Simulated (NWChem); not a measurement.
Species: SiH3SeF; SMILES F[SiH2][SeH]

```xyz
6

Si     0.5403     1.1178    -0.0057
F     -0.7118     2.1364     0.0378
Se    -0.0958    -1.0739     0.0335
H      1.3495     1.2995     1.2213
H      1.3003     1.4122    -1.2427
H     -0.5504    -1.0765    -1.3769
```
Atoms are numbered in this order, from 1.

All runs: NWChem. Coordinates come from a B3LYP/6-31G* (spherical d) optimisation. Total energies compare along this basis series because the functional is fixed.

```tsv
level	basis functions	energy (Ha)	highest occupied level (eV)	orbital gap (eV)	dipole (D)	relative time
PBE0/def2-SVP	79	-2791.7996	-7.39	7.46	1.24	1
PBE0/def2-SVPD	112	-2791.8149	-7.52	7.07	1.24	3
PBE0/def2-TZVP	134	-2792.3296	-7.51	7.28	1.15	5
PBE0/def2-TZVPP	163	-2792.3305	-7.51	7.28	1.16	6
```

Times are rough ratios from one shared machine.
